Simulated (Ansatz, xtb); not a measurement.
**Two isomers of C5H6BrN**

Structure a is `Cc1c[nH]c(Br)c1`, a singlet and structure b is `Cc1cc(Br)c[nH]1`, a singlet. Both are isolated molecules in the gas phase, relaxed with PBE-D3(BJ)/def2-SVP.

Quicker runs give these differences E(b) − E(a): GFN2-xTB −1.22 kcal/mol; HF/STO-3G −2.24 kcal/mol (at GFN2-xTB geometries); r2SCAN-D4/def2-SVP −1.79 kcal/mol (at GFN2-xTB geometries).

Q: Estimate E(b) − E(a) at the level CCSD(T)/def2-SVP + ΔMP2/def2-TZVPP.

A: Calculated at CCSD(T)/def2-SVP + ΔMP2/def2-TZVPP: E(b) − E(a) = −1.78 kcal/mol, so structure b lies lower.

How the difference moves with the method:

```csv
level,geometry,E(b) − E(a) (kcal/mol),departure from the last row (kcal/mol),"job, with rough time for the two"
GFN2-xTB,GFN2-xTB,−1.22,+0.56,"optimisation, 0.14 s"
HF/STO-3G,GFN2-xTB,−2.24,−0.46,"single point, 0.48 s"
r2SCAN-D4/def2-SVP,GFN2-xTB,−1.79,−0.01,"single point, 3.3 s"
PBE-D3(BJ)/def2-SVP,PBE-D3(BJ)/def2-SVP,−1.59,+0.19,"optimisation, 17 s"
HF/def2-SVP,PBE-D3(BJ)/def2-SVP,−2.52,−0.74,part of the CCSD(T) run
MP2/def2-SVP,PBE-D3(BJ)/def2-SVP,−1.62,+0.16,part of the CCSD(T) run
CCSD(T)/def2-SVP,PBE-D3(BJ)/def2-SVP,−1.84,−0.06,single point
CCSD(T)/def2-SVP + ΔMP2/def2-TZVPP,PBE-D3(BJ)/def2-SVP,−1.78,,"single point, 60 s"
```

As drawn, both hold the same kinds of bond in the same numbers.

None of the levels shown reverses the order. The largest departure from CCSD(T)/def2-SVP + ΔMP2/def2-TZVPP is that of HF/def2-SVP, 0.74 kcal/mol. The last row adds to CCSD(T) the change of the MP2 difference between the two basis sets, here +0.06 kcal/mol.

With thermal terms from frequencies at re-optimised GFN2-xTB minima (ideal gas, soft modes damped towards free rotors, one conformer each, 298.15 K, 1 atm): on the last row, ΔE + ΔZPE = −1.71, ΔH = −1.73, ΔG = −1.68 kcal/mol.

The correlated steps freeze 15 core orbitals; the filled d shell of Br is correlated, in a basis made for valence electrons. Programs: Ansatz 0.2.0, xtb 6.7.1; the last row on 2 threads of Intel(R) Xeon(R) 6975P-C (Granite Rapids) on a shared host.
